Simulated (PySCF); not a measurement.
**J couplings in C$_{2}$H$_{11}$AsGaN**

Bonds (- single, = double, # triple, : aromatic): C1-N2, N2-C3, N2-Ga4, Ga4-As5. C1 carries H6, H7, H8; C3 carries H9, H10, H11; Ga4 carries H12, H13; As5 carries H14, H15, H16. Formal charges: Ga4 -1, As5 +1.

Couplings: B3LYP/pcJ-1 (pcSseg-1 on As, pcSseg-1 on Ga) (spin–dipole term only in couplings to heteroatoms) in PySCF 2.14, geometry PBE0-D3(BJ)/def2-SVP; gas phase, one conformer, non-relativistic. Couplings are averaged over pairs made equivalent by symmetry, fast rotation or ring inversion, so a value needn't be that of the named pair in this geometry, while other rotamers aren't included; one pair stands for each set, and the list holds those of at least 0.8 Hz over up to four bonds.

Isotopes: 13C, 1H, 15N.

```json
{"pair": "C1, N2", "bonds": "1", "J (Hz)": "-8.2"}
{"pair": "C1, H6", "bonds": "1", "J (Hz)": "?"}
{"pair": "N2, H12", "bonds": "2", "J (Hz)": "-10.2"}
{"pair": "H6, H7", "bonds": "2", "J (Hz)": "-12.4"}
{"pair": "H12, H13", "bonds": "2", "J (Hz)": "46.5"}
{"pair": "H14, H15", "bonds": "2", "J (Hz)": "-9.8"}
{"pair": "C1, H9", "bonds": "3", "J (Hz)": "6.2"}
{"pair": "C1, H12", "bonds": "3", "J (Hz)": "2.8"}
{"pair": "N2, H14", "bonds": "3", "J (Hz)": "?"}
{"pair": "H12, H14", "bonds": "3", "J (Hz)": "?"}
```

Task: Estimate the withheld couplings, with signs.

Result: 
- 1J(C1,H6) = 137.6 Hz (bond length 1.101 Å, sp3 carbon)
- 3J(N2,H14) = -1.9 Hz (mean over equivalent pairs that range from -6.2 to 0.2 Hz in this conformer)
- 3J(H12,H14) = 1.4 Hz (mean over equivalent pairs that range from -1.2 to 4.1 Hz in this conformer)

Relativistic effects of the heavier atoms present are left out.
